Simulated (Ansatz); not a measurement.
Reading a saddle point

A first-order saddle point of BNH₂F₂, singlet, PBE0-D4/def2-TZVP, with one imaginary mode of 376i cm⁻¹:

```
atom    x (Å)    y (Å)    z (Å)
  B1  -0.4808   0.0052  -0.3889
  F2  -0.0922   1.2559   0.9546
  N3   0.5740  -0.6870  -0.0941
  H4   0.5960   0.5242   0.9172
  F5  -1.5720   0.4306  -0.9323
  H6   0.9752  -1.5289  -0.4565
```

Computed with Ansatz 0.2.0 (basis: def2-TZVPP and def2-QZVPP); correlated methods freeze the cores. Extrapolation: Hartree–Fock as exp(−7.88 √X), correlation as X^−2.97.

(1) Which contacts change along the imaginary mode, and what lies on either side? (A judgement: the text doesn't fix the answer.)

(2) Which side is lower, and how far does the saddle lie above each? (An estimate is asked for; the value comes from the calculation.)

The T1 diagnostic stays at or below 0.014.

Answers

(1) By the calculation: The step is BNH₂F₂ ([NH2][B]([F])[F]) → BNHF ([NH][B][F]) + HF, with the molecules in contact on both sides. Shortening one way: F2–H4; lengthening the same way: B1–F2, N3–H4.
```csv
pair,one side (Å),saddle (Å),other side (Å)
F2–H4,2.63,1.01,0.94
B1–F2,1.33,1.88,3.27
N3–H4,1.00,1.58,1.79
```

(2) The calculation gives: The side with B1–F2, N3–H4 short is lower by 307.4 kJ/mol; the saddle lies 347.3 kJ/mol above it and 39.9 kJ/mol above the other (CCSD(T) at an estimated basis limit (MP2 extrapolated from triple and quadruple zeta, plus CCSD(T) − MP2 in triple zeta); electronic energies).

Labels in which every atom is bracketed show which atoms are joined, not bond orders.

For scale, one of the runs: CCSD(T)/def2-TZVPP, 152 basis functions (an equivalent command: `ansatz run in.yaml --threads 2`). The run took 21 s on 2 CPU threads (shared host), with 1.1 GiB of host memory at its peak.
